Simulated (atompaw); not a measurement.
An all-electron radial function and its pseudo partner (W)

Columns: radius, all-electron u(r) and pseudo u(r) of the 5d shell (level -3.32 eV) of tungsten in the configuration [Xe] 4f14 5d5 6s1 6p0; PBE, scalar-relativistic, PAW (atompaw) scheme, atompaw 4.2.0.5.

```tsv
r (bohr)	all-electron	pseudo
0.115	0.2052	0.0006
0.231	-0.0605	0.0047
0.346	-0.2942	0.0153
0.462	-0.2691	0.0351
0.577	-0.0995	0.0651
0.692	0.1056	0.1060
0.808	0.2945	0.1574
0.923	0.4451	0.2165
1.038	0.5568	0.2812
1.154	0.6341	0.3485
1.269	0.6820	0.4139
1.385	0.7077	0.4747
1.500	0.7163	0.5269
1.615	0.7127	0.5686
1.731	0.7003	0.5984
1.846	0.6819	0.6153
1.962	0.6594	0.6202
2.077	0.6346	0.6143
2.192	0.6084	0.5997
2.308	0.5813	0.5787
2.423	0.5544	0.5541
2.538	0.5277	0.5279
2.654	0.5014	0.5015
2.769	0.4761	0.4761
2.885	0.4513	0.4513
3.000	0.4277	0.4277
```

Problem. How many radial nodes do the two functions have?

Solution. The all-electron 5d function has n − l − 1 = 2; the pseudo-wave has 0, since the states of the same l below it are removed with the core.

Problem. At about which radius was the pseudo-wave matched?

Solution. 2.75 bohr. The columns agree to 0.0005 from 2.42 bohr on; several derivatives are matched, so the curves merge somewhat inside the radius.

Problem. Is the pseudo-wave norm-conserving?

Solution. No, it belongs to a PAW set: the norm inside the radius is not constrained, and the difference is carried by the augmentation charge.
